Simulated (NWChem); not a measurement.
## Correlation energy of Tl

```
Tl
```
Charge 0, spin multiplicity 2.

Program: NWChem.

Basis set: def2-QZVP. Each correlation energy counts from its own Hartree-Fock reference.

Effective core potentials replace the inner electrons of Tl; spin-orbit coupling is left out. The correlated methods keep 4 core orbitals frozen. The stability of the SCF solutions was not checked. Open-shell Hartree-Fock references start from PBE0 orbitals. Coupled-cluster values serve here as a point of comparison, not as the truth.

Q: For the correlation energy, UMP2 gives -424.5 mHa and SCS-UMP2 gives -378.4 mHa. What do CCSD on ROHF, CCSD[T] on ROHF, CCSD(T) on ROHF give?

A: CCSD on ROHF: -391.2 mHa; CCSD[T] on ROHF: -402.4 mHa; CCSD(T) on ROHF: -402.2 mHa.
